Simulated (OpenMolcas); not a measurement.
## Cr2+: moving or changing the point charges

Cr2+ among 6 point charges of -1 e arranged as a tetragonal octahedron (D4h), 1.89 Å from the ion, with the axial distance 1.682 Å.

```json
{
 "Program": "OpenMolcas 26.06",
 "Method": "SS-CASPT2, IPEA 0.25 Eh, imaginary shift 0.1 Eh (closed shells correlated: 3s 3p)",
 "Basis": "ANO-RCC-VDZP [5s4p2d1f]",
 "Scalar Hamiltonian": "DKH2, point nucleus",
 "Active space": "4 electrons in 5 orbitals (3d)",
 "State averaging": "2S+1 = 5 even, 5 roots; 2S+1 = 3 even, 45 roots; 2S+1 = 1 even, 50 roots",
 "Spin-orbit coupling": "RASSI with atomic mean-field integrals over the reference wave functions"
}
```

Runs around this geometry, states (labels of D4, the rotations of D4h). Energies in cm-1 above the lowest state or level, χT in cm3 K/mol.

| R (Å) | q (e) | Axial / equatorial distance | Ground state | First state of that spin | First gap with spin-orbit (degeneracies) | χT at 300 K | First state of another spin |
| --- | --- | --- | --- | --- | --- | --- | --- |
| 1.89 | -1 | 0.82 | 5A1 | 5B1 7240 | 3 (1, 2) | 2.958 | 3A2 15120 |
| 1.89 | -0.5 | 0.89 | 5A1 | 5B1 2200 | 4 (1, 2) | 2.888 | 3A2 17610 |
| 1.75 | -1 | 0.89 | 5A1 | 5B1 4730 | 3 (1, 2) | 2.962 | 3A2 13230 |
| 1.89 | -1 | 0.89 | 5A1 | 5B1 4140 | 3 (1, 2) | 2.947 | 3A2 15140 |
| 1.99 | -1 | 0.89 | 5A1 | 5B1 3690 | 3 (1, 2) | 2.934 | 3A2 16160 |

Taking the first state of the same spin as R^-n, n = -ln(3690 / 4730) / ln(1.99 / 1.75) = 1.9 between the shortest and longest distance.

Scaling the charges by -0.5 / -1 = 0.50 scales the first state of the same spin by 2200 / 4140 = 0.53; with fixed orbitals a first-order splitting would follow the charge.

Free-ion shares, where given, are those of the reference states; single-state CASPT2 does not remix them. The ground term spreads over less than 5000 cm-1, several times less than with real ligands, so orbital moments are less quenched and χT lies further from the spin-only value than at real sites (holds for R = 1.89, q = -0.5, ratio = 0.89). This is an electrostatic model: the charges have no orbitals. No measured value stands beside these numbers.
